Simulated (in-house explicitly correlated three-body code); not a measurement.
Computed with an exponentially correlated three-body code. Model: two electrons around a point charge, non-relativistic, variational in 260 exponentially correlated functions (energies converged to about 1e-7 hartree, or 1e-8 relative for large Z).

For two electrons in a singlet the Kohn-Sham orbital is the square root of half the density, so the exact Kohn-Sham potential and energy parts follow from the density alone, and exchange is minus half the Hartree energy. The Kohn-Sham level equals minus the binding energy of the second electron.

Command:
```bash
python run_hyl.py task.json out
```
Settings (lengths in bohr, energies in hartree):
```
Z                      1.98
interaction_strength   1
functions              260
states_tried           13
```

Cost of the run: 46 s on 1 thread of Intel(R) Xeon(R) Platinum 8375C CPU @ 2.90GHz (Ice Lake), on a shared host.

**Converged states only, values per electron or pair.**

Given: nuclear charge 1.98.

```tsv
term	mean r (bohr)	mean r squared (bohr²)	mean inverse r (1/bohr)	mean r12 (bohr)	mean inverse r12 (1/bohr)	mean cosine	mean p1 dot p2 (bohr⁻²)	delta r1 (bohr⁻³)	delta r12 (bohr⁻³)
1 1S	0.94125	1.2246	1.6683	1.4408	0.9334	-0.064803	0.1565	1.7506	0.1019
2 3S	2.5882	11.824	1.1421	4.516	0.26422	-0.015892	0.0072491	1.2803	-
2 1S	3.0225	16.655	1.1229	5.3614	0.24521	-0.014606	0.0092654	1.2699	0.0081724
2 3P	2.7244	13.748	1.1206	4.7932	0.26157	-0.036135	-0.061479	1.2217	-
2 1P	2.9656	16.4	1.1107	5.2409	0.24015	-0.0050333	0.043663	1.2365	0.00067983
3 3S	5.9551	71.12	1.0525	11.19	0.11535	-0.0042445	0.001842	1.2467	-
3 1S	6.6295	89.107	1.0474	12.533	0.10943	-0.0042928	0.0025599	1.2448	0.002296
3 3P	6.4458	85.478	1.0469	12.173	0.1137	-0.010271	-0.017544	1.2315	-
3 1P	6.8112	95.628	1.0439	12.894	0.1074	-0.0012533	0.013822	1.2358	0.00023303
4 3S	?	?	?	?	?	?	?	?	-
4 1S	?	?	?	?	?	?	?	?	?
4 3P	11.698	291.44	1.0217	22.659	0.063254	-0.0042338	-0.0072242	1.2337	-
4 1P	12.187	316.54	1.0204	23.632	0.060623	-0.00050031	0.0059461	1.2356	0.000103
```

Problem. What belongs in the row 4 3S?

Solution. mean r (bohr): 10.852; mean r squared (bohr²): 247.35; mean inverse r (1/bohr): 1.0239; mean r12 (bohr): 20.966; mean inverse r12 (1/bohr): 0.064108; mean cosine: -0.0016842; mean p1 dot p2 (bohr⁻²): 0.00072051; delta r1 (bohr⁻³): 1.2398.

Problem. What belongs in the row 4 1S?

Solution. mean r (bohr): 11.769; mean r squared (bohr²): 292.25; mean inverse r (1/bohr): 1.0219; mean r12 (bohr): 22.797; mean inverse r12 (1/bohr): 0.06156; mean cosine: -0.0017832; mean p1 dot p2 (bohr⁻²): 0.001042; delta r1 (bohr⁻³): 1.2392; delta r12 (bohr⁻³): 0.00094068.

**Electric-dipole lines between converged S and P states, rate of the upper state's decay.**

```csv
s state,p state,p minus s (eV),oscillator strength from s,rate (1/s)
1 1S,2 1P,20.611,0.27101,1.6652e+09
1 1S,3 1P,?,?,?
1 1S,4 1P,23.036,0.029411,2.2574e+08
2 1S,2 1P,0.58891,0.38233,1.9179e+06
2 1S,3 1P,2.3847,0.14803,1.2176e+07
2 1S,4 1P,3.0141,0.048332,6.3509e+06
3 1S,2 1P,-1.633,-0.14752,1.707e+07
3 1S,3 1P,0.16284,0.63553,243740
3 1S,4 1P,0.79216,0.14019,1.2724e+06
4 1S,2 1P,-2.3583,-0.026128,6.3053e+06
4 1S,3 1P,-0.56245,-0.31156,4.2769e+06
4 1S,4 1P,0.066877,0.87053,56315
2 3S,2 3P,1.1213,0.54682,9.9444e+06
2 3S,3 3P,?,?,?
2 3S,4 3P,3.7565,0.024803,5.0624e+06
3 3S,2 3P,-1.6795,-0.21224,2.5979e+07
3 3S,3 3P,0.2825,0.90328,1.0427e+06
3 3S,4 3P,0.95564,0.04683,618590
4 3S,2 3P,-2.5237,-0.03204,8.8547e+06
4 3S,3 3P,-0.56167,-0.44289,6.0627e+06
4 3S,4 3P,0.11147,1.2319,221410
```

Problem. What belongs in the row 1 1S 3 1P?

Solution. p minus s (eV): 22.406; oscillator strength from s: 0.072265; rate (1/s): 5.2476e+08.

Problem. What belongs in the row 2 3S 3 3P?

Solution. p minus s (eV): 3.0833; oscillator strength from s: 0.06129; rate (1/s): 8.428e+06.

**Exact Kohn-Sham parts of the ground state from its density.**

Computed: Kohn-Sham kinetic 2.8 hartree; exchange energy -1.012 hartree; DFT correlation energy -0.042068 hartree; kinetic part of the DFT correlation energy 0.036549 hartree; potential part of the DFT correlation energy -0.078617 hartree; exact minus restricted Hartree-Fock -0.042003 hartree; Kohn-Sham level -23.848 eV; restricted Hartree-Fock level -24.237 eV; dipole polarisability 1.457 bohr³; C6 of two such species 1.5776 hartree·bohr⁶.

Problem. What is the Hartree energy?

Solution. 2.024 hartree.

Problem. What is the total energy?

Solution. -2.83659148 hartree.

**Functionals on the exact density and self-consistent, errors are functional minus exact, hybrids only self-consistent, a dash where a self-consistent run leaves the top level unbound.**

| result | exchange error (millihartree) | correlation error (millihartree) | functional driven error (millihartree) | density driven error (millihartree) | self consistent total error (millihartree) | top level plus exact binding (eV) |
| --- | --- | --- | --- | --- | --- | --- |
| BLYP | -0.48181 | -1.5856 | -2.0675 | -1.3255 | -3.393 | 8.5513 |
| revTPSS | -4.2824 | -3.8775 | -8.1599 | -0.15187 | -8.3117 | 8.0069 |
| RPBE | -6.3097 | 0.32452 | -5.9852 | -1.0568 | -7.042 | 8.64 |
| LDA PW92 | 139.41 | -69.752 | 69.658 | -1.6699 | 67.988 | 8.9357 |
| PBEsol | 56.453 | -10.197 | 46.256 | -0.98093 | 45.275 | 8.9587 |
| r2SCAN | -5.2119 | 4.2452 | -0.96671 | -0.25149 | -1.2182 | 7.9407 |
| AM05 | 106.62 | -55.281 | 51.34 | -1.132 | 50.208 | 9.0236 |
| OLYP | -0.98891 | -1.5856 | -2.5746 | -1.3399 | -3.9145 | 8.6521 |
| M06-L | -12.153 | 2.3588 | -9.7941 | -2.2843 | -12.078 | 7.8979 |
| B3LYP VWN-RPA | - | - | - | - | -11.556 | 6.4881 |
| r2SCAN0 | - | - | - | - | 0.25218 | 5.7359 |
| TPSS | -4.8925 | -0.76634 | -5.6588 | -0.25554 | -5.9144 | 8.1802 |
| BP86 | ? | ? | ? | ? | ? | ? |
| PBE | ? | ? | ? | ? | ? | ? |
| HSE06 | - | - | - | - | 7.0869 | 6.679 |
| wB97X | - | - | - | - | -0.71049 | 3.5814 |
| LDA VWN5 | 139.41 | -70.141 | 69.269 | -1.6548 | 67.614 | 8.9312 |
| PBE0 | - | - | - | - | 8.3813 | 6.2753 |
| PW91 | 8.0663 | -3.5199 | 4.5464 | -0.98004 | 3.5664 | 8.5936 |
| SCAN | -5.2119 | 4.2452 | -0.96671 | -0.25149 | -1.2182 | 7.9406 |

Problem. What belongs in the row BP86?

Solution. exchange error (millihartree): -0.48181; correlation error (millihartree): -1.6253; functional driven error (millihartree): -2.1071; density driven error (millihartree): -0.66279; self consistent total error (millihartree): -2.7699; top level plus exact binding (eV): 8.5739.

Problem. What belongs in the row PBE?

Solution. exchange error (millihartree): 11.167; correlation error (millihartree): 0.32452; functional driven error (millihartree): 11.491; density driven error (millihartree): -0.9394; self consistent total error (millihartree): 10.552; top level plus exact binding (eV): 8.6998.

The density-driven part is never positive, since each functional's own density lowers its energy. Here it is small beside the functional-driven part (median ratio 0.18), the normal case. The correlation energy of density-functional theory lies 0.065 millihartree below exact minus Hartree-Fock, because the Hartree-Fock density, unlike the exact one, minimises the Hartree-Fock energy.
